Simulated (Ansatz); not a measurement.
CH7BN2Si (`NBC1N[SiH2]1`) at its PBE0-D4/def2-TZVP geometry, where that method's forces vanish. The species carries charge 0 and has multiplicity 1.

| atom | x (Å) | y (Å) | z (Å) |
| --- | --- | --- | --- |
| N1 | 1.535 | 1.338 | 1.016 |
| B2 | 0.500 | 0.402 | 0.983 |
| C3 | 0.195 | -0.419 | -0.289 |
| N4 | -0.712 | -1.620 | -0.164 |
| Si5 | -1.507 | -0.355 | -1.013 |
| H6 | 1.714 | 1.923 | 1.813 |
| H7 | 2.162 | 1.504 | 0.246 |
| H8 | -0.188 | 0.281 | 1.958 |
| H9 | 0.959 | -0.487 | -1.070 |
| H10 | -0.370 | -2.446 | -0.634 |
| H11 | -2.672 | 0.269 | -0.354 |
| H12 | -1.614 | -0.389 | -2.490 |

**Question.** For each bond, give half the difference of the two atoms' forces along it (eV/Å; positive pushes the atoms apart) under PBE-D4, r2SCAN-D4, B3LYP-D4, ωB97M-V in def2-TZVPP. (Estimate.)

**Answer.** Ansatz gave: 
```tsv
bond	length (Å)	PBE-D4	r2SCAN-D4	B3LYP-D4	ωB97M-V
N1–B2	1.396	0.07	0.12	0.11	0.15
N1–H6	1.004	0.19	-0.02	-0.02	-0.07
N1–H7	1.006	0.21	-0.01	-0.01	-0.06
B2–C3	1.544	-0.17	-0.09	-0.07	0.02
B2–H8	1.199	0.01	-0.07	-0.14	-0.16
C3–N4	1.510	0.26	0.29	0.32	0.23
C3–Si5	1.851	0.36	0.19	0.24	0.06
C3–H9	1.094	0.09	-0.06	-0.12	-0.13
N4–Si5	1.719	0.40	0.17	0.21	0.10
N4–H10	1.010	0.19	-0.02	-0.12	-0.12
Si5–H11	1.477	-0.04	-0.06	-0.13	-0.13
Si5–H12	1.481	-0.05	-0.07	-0.13	-0.12
```

B3LYP here is the variant with VWN-RPA as its local correlation; programs differ in this.
